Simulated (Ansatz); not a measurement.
`[SiH3][Al]([SiH3])[SiH3]`, 13 atoms. Charge 0, multiplicity 1. All runs use 4 threads of an Arm Neoverse V2 on a shared host. Correlated methods freeze the cores.

How many basis functions does each run have, and how long does it take in Ansatz? RKS ωB97X-V/def2-TZVPP energy; RKS PBE0-D4/def2-TZVP relaxation (6 steps); RKS ωB97M-V/def2-QZVPP energy; RHF-MP2/def2-QZVPP energy; direct RPA on PBE orbitals/def2-TZVPP energy; RKS ωB97M-V/def2-SVP energy; RHF-CCSD(T)/def2-TZVPP energy; RKS PBE-QIDH (frozen core)/def2-TZVPP energy; RKS PBE0-D4/def2-QZVPP energy; RKS BHLYP-D4/def2-TZVPP energy; RKS PBE0-D4/def2-TZVP frequencies; RKS PBE0-D4/def2-SVP energy. (An estimate is asked.)

Ansatz gave: Other jobs shared the machine, so times are rough.

```tsv
level	job	functions	wall time	peak host memory (GiB)
RKS PBE0-D4/def2-SVP	energy	117	1.1 s	0.52
RKS BHLYP-D4/def2-TZVPP	energy	294	3.5 s	0.92
RKS ωB97M-V/def2-SVP	energy	117	4.6 s	0.52
direct RPA on PBE orbitals/def2-TZVPP	energy	294	4.8 s	0.69
RKS PBE-QIDH (frozen core)/def2-TZVPP	energy	294	6 s	0.79
RKS ωB97X-V/def2-TZVPP	energy	294	9 s	1.1
RKS PBE0-D4/def2-QZVPP	energy	550	11 s	2.5
RKS PBE0-D4/def2-TZVP	relaxation (6 steps)	202	19 s	0.59
RHF-MP2/def2-QZVPP	energy	550	23 s	3.6
RKS ωB97M-V/def2-QZVPP	energy	550	23 s	2.8
RHF-CCSD(T)/def2-TZVPP	energy	294	110 s	8.1
RKS PBE0-D4/def2-TZVP	frequencies	202	2.8 min	0.61
```
